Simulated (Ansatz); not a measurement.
A geometry relaxed with Ansatz (a first-principles code) with B3LYP-D3(BJ)/def2-TZVP, charge 0, multiplicity 1:

```xyz
4

H     -0.9262     1.5763    -0.0104
Cl     2.0970     0.0146     0.0779
In    -0.2683    -0.0019    -0.0100
H     -0.9025    -1.5890    -0.0575
```

**Question.** Write the SMILES of this molecule.

**Answer.** `[Cl][InH2]`
